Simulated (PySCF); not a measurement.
**Phosphorus: a sound run and one with changed settings**

Sound run: P⁺ [Ne] 3s2 3p2, P²⁺ [Ne] 3s2 3p1. Computed with PySCF 2.14 in def2-SVP (4s3p1d, 18 functions), with the non-relativistic Hamiltonian (point nucleus). In the sound run the correlated levels freeze [Ne]. The sound run starts from symmetry-adapted Hartree-Fock orbitals and uses a fine grid where one is needed.

Changed run: all electrons correlated in a basis built for the valence shell.

```csv
species,method,sound run (hartree),changed run (hartree),converged
P⁺,MP2,-340.28186,-340.28985,yes
P⁺,CCSD(T),-340.30295,-340.31065,yes
P²⁺,MP2,-339.56632,-339.57440,yes
P²⁺,CCSD(T),-339.58655,-339.59448,yes
```

Ionisation energy of P⁺:

```
 method  sound run (eV)  changed run (eV)
    UHF          19.190            19.190
    MP2          19.471            19.468
SCS-MP2          19.393            19.390
   CCSD          19.486            19.480
CCSD(T)          19.494            19.488
```

A valence basis has no tight correlating functions, so it recovers only part of the core correlation, and not evenly between atom and ion.

For comparison, NIST gives 19.769 eV between the lowest levels.
